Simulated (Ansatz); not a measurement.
Program: Ansatz. Geometries: PBE0-D4/def2-TZVP. ΔE: electronic, gas phase. CBS: MP2 limit from def2 TZ/QZ plus the TZ coupled-cluster correction, frozen cores. This one scheme is used for every species. DFT in def2-TZVPP. For Ge outer-core shells are correlated without core-valence functions, which leaves a few kJ/mol of doubt a bond. Scalar relativity is left out up to krypton. Each species was taken in one conformer, which may not be the lowest.

`[F][Ge][F]` + `O[SiH3]` → `[F][Ge][O][SiH3]` + H–F  (ligand exchange at a Ge–F bond)

```tsv
level	ΔE (kJ/mol)
revPBE-D4	14.7
B97M-V	20.4
r2SCAN0-D4	13.6
HF/CBS(def2)	19.2
```

Problem. What does CCSD(T)/CBS give? (Best estimate.)

Solution. Computed: +7.1 kJ/mol. The listed levels differ from it by 7.6, 13.3, 6.5, 12.1 kJ/mol.

Largest T1 diagnostic among the species: 0.015.

In def2-TZVPP, CCSD(T) changes the Hartree–Fock value by −10.3 kJ/mol (the triples alone add −1.4 kJ/mol) and MP2 by −12.7 kJ/mol. From BLYP to BHLYP (50 % exact exchange), in def2-TZVPP and without D4, ΔE moves by −7.9 kJ/mol. Leaving LDA and LC-ωPBE aside and taking each functional with its dispersion term where it has one, the values, not all of them listed here, spread over 10.0 kJ/mol, from BHLYP-D4 to B97M-V. LDA lies −6.6 kJ/mol from PBE without D4.
